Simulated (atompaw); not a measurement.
**Pseudopotential generation for hydrogen: PAW (atompaw), PBE, scalar-relativistic.**

Input for atompaw 4.2.0.5:

```
H 1
GGA-PBE scalarrelativistic loggrid 1500 logderivrange -2 5 176
1 0 0 0 0 0
1 0 1
0 0 0
v
1
1.35 1.00 1.35 1.15
y
-0.15
n
y
0.3
y
1.3
n
custom rrkj gramschmidtortho sinc
2 0 vpsmatchnc
1.35
1.35
1.35
1.35
PWSCFOUT
UPFDX 0.0125d0 UPFXMIN -7.d0 UPFZMESH 1.d0
END
```

Command:

```bash
atompaw < H.input > H.log
```

Resulting log (summary file):

```
Completed calculations for H (AE)

 Exchange-correlation type: GGA, Perdew-Burke-Ernzerhof

 Radial integration grid is logarithmic
 r0 =   6.3033849E-03 h =   6.3033849E-03   n =      1500 rmax =   8.0000000E+01

 Scalar relativistic calculation

 AEatom converged in  19 iterations
   nz     =   1.00
   delta  =       3.489477970278E-18

 All Electron Orbital energies:
  n  l      occupancy      energy
  1  0      1.0000000E+00 -4.7720390E-01

 Total energy
   Total                    :       -0.91786924245381

 ---
 Completed calculations for H (SC)

 Exchange-correlation type: GGA, Perdew-Burke-Ernzerhof

 Radial integration grid is logarithmic
 r0 =   6.3033849E-03 h =   6.3033849E-03   n =      1500 rmax =   8.0000000E+01

 Scalar relativistic calculation

 SCatom converged in   1 iterations
   nz     =   1.00
   delta  =       3.609819067908E-20

 Valence Electron Orbital energies:
  n  l      occupancy      energy
   1  0      1.0000000E+00 -4.7720390E-01

 Total energy
   Total                    :       -0.91786924245381
   Valence                  :       -0.91786924245381

 PAW parameters:
       lmax =            1
         rc =    1.3487155225380127
        irc =          853
   rc_shape =   0.99495033429180457
    rc_vloc =    1.3487155225380127
    rc_core =    1.1438869085454759
   Vloc: VPS match (norm-conservation) with l= 2;e=   0.0000E+00
   Projector type: RRKJ pseudization + Gram-Schmidt ortho.
   Sinc^2 compensation charge shape zeroed at   9.9495E-01

 Number of basis functions     4
 No.   n  nodes  l      Energy         Cp coeff         Occ
  1    1    0    0   -0.4772039E+00  0.1000000E+01  0.1000000E+01
  2  999    1    0   -0.1500000E+00 -0.8877623E-03  0.0000000E+00
  3  999    0    1    0.3000000E+00  0.1000000E+01  0.0000000E+00
  4  999    1    1    0.1300000E+01 -0.3316794E-01  0.0000000E+00

 Eigenvalues of overlap operator (in the basis of projectors):
    1        3.19272780E-01
    2        4.93322754E+00
    3        1.11558827E+01
    4        2.43075802E+02

 Orbital leakage outside PAW augmentation regions
   orb  is_core?  %out_of_sphere
   1 0    F          53.76

 Summary of PAW energies
   Total valence energy     :     -0.91787187399241
   Smooth energy            :      0.96486282399279
   One center               :     -1.88273469798520
   Smooth kinetic           :      0.76608957602536
   Vloc energy              :     -0.01877134213169
   Smooth exch-corr         :     -0.46873174649865
   One-center xc            :     -0.03399804250846
```

The run took about 0.34 s on one core of a shared server CPU.
